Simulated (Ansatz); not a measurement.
(ZnBr2)n: PBE-D4/def2-SVP single points in Ansatz on relaxed structures, gas phase. Each cluster is the lowest isomer that a short search found in that spin, judged at the geometry's level, and lower ones may exist. Binding counts from free atoms in the multiplicity of their measured ground term, without zero-point energy. Singlets are spin-restricted. The structures are stationary points that may keep the symmetry of their start.

| species | atoms | state | geometry | HOMO (eV) | LUMO (eV) | gap (eV) | binding per atom (eV) | point group (within 0.1 Å) |
| --- | --- | --- | --- | --- | --- | --- | --- | --- |
| ZnBr2 | 3 | singlet | PBE0-D4/def2-TZVP | -7.01 | -2.41 | 4.60 | 2.05 | D∞h |
| Zn2Br4 | 6 | singlet | r2SCAN-D4/def2-SVP | -6.74 | -2.49 | 4.25 | 2.25 | – |
| Zn4Br8 | 12 | singlet | PBE-D4/def2-SVP | -6.40 | -3.03 | 3.37 | 2.40 | C2h |

The gap (eV) runs from 3.37 (Zn4Br8) to 4.60 (ZnBr2). The binding per atom (eV) runs from 2.05 (ZnBr2) to 2.40 (Zn4Br8).
